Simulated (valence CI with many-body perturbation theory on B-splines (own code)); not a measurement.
Values are calculated unless marked as measured or tabulated.
Er²⁷⁺: magnetic and hyperfine properties of the levels

Method: relativistic CI+MBPT: five valence electrons over a frozen Dirac-Fock core [Kr], radial functions for each j: 7 s, 7 p, 8 d, 6 f, 4 g, 1 h, with the one-electron correlation potential Σ1 (screened to all orders), the two-electron term Σ2, the three-electron term Σ3, Breit, model QED; selected single and double excitations, second order for the rest (own B-spline code, finite nucleus).

No measured spectrum was set against this ion. As an estimate, large intervals hold to a few tenths of a per cent, small ones and those within an open d or f shell to about a per cent. Only levels of the ground parity were solved; by the run's estimate the other parity begins above the list, which can be wrong where configurations are misplaced.

A/g_I is the dipole constant over the nuclear g factor μ/I (μ in nuclear magnetons, uniformly magnetised nucleus), B/Q the quadrupole constant per barn. Both hold the static response of the core; the bare values leave it out. Large factors of s and p1/2 electrons are usually good to 5 to 10 %; those of open d and f shells near neutrality can be off by tens of per cent, and small factors of p3/2, d and f electrons come from cancelling terms and can be off by a factor of two or in sign, in half-filled shells by more. B is blank for J = 1/2, where it vanishes, and for nearly pure S terms. Energies count from the lowest level.

Levels are named by their leading jj configuration (3d3/2^4 stands for four electrons in 3d with j = 3/2), which in mixed levels can hold well under half, so a name can repeat and another be missing. Letters in brackets count levels of one name in rising energy.

```tsv
Level	E (cm⁻¹)	g	A/g_I (MHz)	A/g_I bare	B/Q (MHz/b)	B/Q bare
(4d3/2^4 4d5/2) J=5/2	0	1.512	3610	4430	7740	7380
(4d3/2^3 4d5/2^2) J=5/2 [a]	58022	1.277	3840	4210	6450	6160
(4d3/2^3 4d5/2^2) J=7/2 [a]	89979	1.153	7040	7170	12600	12100
(4d3/2^3 4d5/2^2) J=3/2 [a]	93058	1.234	8220	8490	10100	9730
(4d3/2^3 4d5/2^2) J=11/2	96341	1.136	8840	8930	-253	-297
(4d3/2^3 4d5/2^2) J=9/2	105320	1.151	7920	8040	11800	11300
(4d3/2^3 4d5/2^2) J=5/2 [b]	109850	1.139	8020	8120	1490	1450
(4d3/2^3 4d5/2^2) J=1/2	114990	1.813	-4760	-3320		
(4d3/2^3 4d5/2^2) J=7/2 [b]	126020	1.106	9540	9560	-11700	-11300
(4d3/2^2 4d5/2^3) J=5/2 [a]	148160	1.234	4080	4380	448	432
(4d3/2^3 4d5/2^2) J=3/2 [b]	156510	0.787	15900	15300	-10800	-10300
(4d3/2^2 4d5/2^3) J=7/2 [a]	163910	1.217	6060	6310	-2200	-2120
(4d3/2^2 4d5/2^3) J=11/2	168460	1.073	9020	8980	477	468
(4d3/2^2 4d5/2^3) J=9/2 [a]	173500	1.147	7630	7740	-2100	-2030
(4d3/2^2 4d5/2^3) J=1/2 [a]	177730	0.616	22200	21200		
(4d3/2^2 4d5/2^3) J=13/2	183500	1.074	9550	9510	-8.88	1.48
(4d3/2^2 4d5/2^3) J=3/2 [a]	184140	1.199	7350	7560	715	675
(4d3/2^2 4d5/2^3) J=5/2 [b]	188430	1.015	10500	10300	-2450	-2330
(4d3/2^2 4d5/2^3) J=9/2 [b]	204500	1.109	8610	8640	803	773
(4d3/2^2 4d5/2^3) J=7/2 [b]	208920	0.989	11700	11500	-757	-727
(4d3/2^2 4d5/2^3) J=5/2 [c]	212240	1.040	9970	9860	2600	2480
(4d3/2^2 4d5/2^3) J=3/2 [b]	218930	0.823	14800	14300	1100	1080
(4d3/2^2 4d5/2^3) J=1/2 [b]	228990	1.840	-5340	-3850		
(4d3/2^2 4d5/2^3) J=7/2 [c]	229800	1.054	10500	10400	1680	1610
(4d3/2^2 4d5/2^3) J=9/2 [c]	249300	1.104	8720	8740	7780	7490
(4d3/2 4d5/2^4) J=5/2 [a]	250090	1.239	4300	4600	-6640	-6350
(4d3/2 4d5/2^4) J=7/2 [a]	272070	1.194	6550	6750	-16100	-15500
(4d3/2 4d5/2^4) J=11/2	279600	1.069	9320	9270	-185	-113
(4d3/2 4d5/2^4) J=3/2 [a]	281130	0.925	9880	9560	-10300	-9940
(4d3/2^2 4d5/2^3) J=5/2 [d]	289010	1.135	7250	7340	7070	6800
(4d3/2^2 4d5/2^3) J=3/2 [c]	290780	1.199	7670	7870	-6740	-6490
(4d3/2 4d5/2^4) J=9/2	299040	1.112	8230	8270	-18200	-17500
(4d3/2 4d5/2^4) J=5/2 [b]	309750	1.112	8060	8100	306	305
(4d3/2 4d5/2^4) J=7/2 [b]	316630	0.983	10800	10600	16500	15900
(4d3/2 4d5/2^4) J=1/2	341380	1.057	-872	-892		
(4d3/2 4d5/2^4) J=3/2 [b]	378930	0.880	15400	15000	15900	15300
(4d5/2^5) J=5/2	387500	1.158	6530	6660	-17000	-16300
```

Take the isotope of mass number 167, with I = 7/2, μ = -0.5623 μN, leaving out the quadrupole term. What is the hyperfine structure of (4d3/2^3 4d5/2^2) J=5/2 [a]?

From the table A = -616 MHz. Shifts from the centre of gravity in MHz: F = 1: 6930, F = 2: 5700, F = 3: 3850, F = 4: 1390, F = 5: -1690, F = 6: -5390.
